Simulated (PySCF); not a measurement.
Bond curve of SrSe⁺

Set-up: basis Sr def2-SVPD with ECP28, Se def2-SVPD; scalar-relativistic core potentials; PySCF 2.14. Energies in eV from Sr⁺ + Se in their ground configurations at the same level. State: ²Π (doublet), unpaired electrons π ↑.

All columns are r²SCAN. A positive dipole points towards Se; it is taken about the centre of mass and depends on that origin.

| R (Å) | E (eV) | μ (D) | Mulliken charge on Sr (basis-dependent) | HOMO (eV) | LUMO (eV) | Mayer bond order | ⟨S²⟩ |
| --- | --- | --- | --- | --- | --- | --- | --- |
| 2.381 | -1.657 | -8.91 | 1.11 | -10.41 | -9.71 | 1.37 | 0.75 |
| 2.491 | -2.195 | -9.64 | 1.19 | -10.09 | -9.38 | 1.28 | 0.75 |
| 2.602 | -2.492 | -10.33 | 1.25 | -9.80 | -9.09 | 1.20 | 0.75 |
| 2.685 | -2.599 | -10.83 | 1.29 | -9.59 | -8.88 | 1.15 | 0.75 |
| 2.768 | -2.631 | -11.31 | 1.32 | -9.41 | -8.69 | 1.10 | 0.76 |
| 2.851 | -2.606 | -11.77 | 1.35 | -9.23 | -8.51 | 1.06 | 0.76 |
| 2.962 | -2.506 | -12.36 | 1.38 | -9.02 | -8.30 | 1.02 | 0.76 |
| 3.100 | -2.311 | -13.04 | 1.41 | -8.78 | -8.06 | 0.97 | 0.76 |
| 3.266 | -2.016 | -13.77 | 1.42 | -8.54 | -7.81 | 0.94 | 0.76 |
| 3.488 | -1.587 | -14.48 | 1.43 | -8.30 | -7.57 | 0.90 | 0.79 |

A fit through these points gives, at Re = 2.769 Å, μ = -11.32 D and dμ/dR = -5.69 D/Å; the reduced mass is 41.86 u.

Problem. How strong is the fundamental in the double-harmonic approximation, I = 42.26·(dμ/dR)²/μred km/mol?

Solution. I = 42.26·(-5.69)²/41.86 = 32.7 km/mol at r²SCAN.

Spin–orbit coupling is left out. For an ion De counts to the pair picked by the measured ionisation energies or electron affinities, which need not be the lowest pair at this level. The state was picked by a PBE0 search and need not be the measured ground state.
